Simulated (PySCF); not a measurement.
A geometry optimisation on `O1B(OCC1)C`.

Computed with PBE0-D3(BJ)/def2-SVP geometry optimisation, gas phase (PySCF 2.14.0). Start geometry: GFN2-xTB. The command runs a driver script over a list of jobs; the input below is this job's line of settings and its coordinates in Å.

Command:
```bash
OMP_NUM_THREADS=1 python probes_run.py task.json out
```

Input:
```
{"job": {"xc": "PBE0", "basis": "def2-SVP", "d3": "d3bj", "grid": 1, "shake": 0.01, "kind": "geom"}, "charge": 0, "multiplicity": 1}
C      2.232520     0.127740     0.382720
B      0.653220     0.034640     0.117520
O      0.073370    -0.847270    -0.765390
C     -1.273930    -0.667310    -0.758550
C     -1.564030     0.459640     0.254660
O     -0.282570     0.823540     0.735860
H      2.430850     0.498330     1.385480
H      2.724930    -0.793700     0.221330
H      2.659450     0.871010    -0.289540
H     -1.785420    -1.612230    -0.449680
H     -1.642130    -0.406000    -1.756310
H     -2.017900     1.345130    -0.189500
H     -2.202550     0.149580     1.101070
```

Output:
```
step   0  E = -293.37929468  max force = 0.044648
step   1  E = -293.38380796  max force = 0.014308
step   2  E = -293.38418193  max force = 0.006018
step   3  E = -293.38424720  max force = 0.001862
step   4  E = -293.38425985  max force = 0.000378
optimisation converged
```

Energies in Eh; «max force» is the largest Cartesian gradient component in Eh/bohr.

**Question.** How much energy does the optimisation release, in kcal/mol?

**Answer.** E(step 0) − E(last step) = 0.004965 Eh, which is 3.1 kcal/mol.

**Question.** Give the first gradient maximum in eV/Å.

**Answer.** With 1 Eh/bohr = 51.422 eV/Å, 2.296 eV/Å.

Main results: final energy -293.38426 Eh after 4 steps; dipole 1.72 D.

**Question.** Where do the atoms end?

**Answer.** 0.096 Å rms from the input after alignment:
```
atom  x, y, z in Å
C1     2.1903    0.2928    0.4520
B2     0.6751    0.0793    0.1424
O3     0.2141   -0.6423   -0.9259
C4    -1.2011   -0.6170   -0.9159
C5    -1.5761    0.2384    0.3138
O6    -0.3396    0.6053    0.8962
H7     2.3531    0.6403    1.4814
H8     2.7647   -0.6296    0.2845
H9     2.6038    1.0530   -0.2313
H10   -1.5862   -1.6472   -0.8457
H11   -1.5683   -0.1831   -1.8600
H12   -2.1388    1.1459    0.0407
H13   -2.1782   -0.3199    1.0490
```

Time: 21 s of wall time; peak memory 0.51 GiB. Hardware: Arm Neoverse V2, one thread, no GPU, on a shared host.
Labels such as C1 count atoms from 1, the log's own numbers from 0.
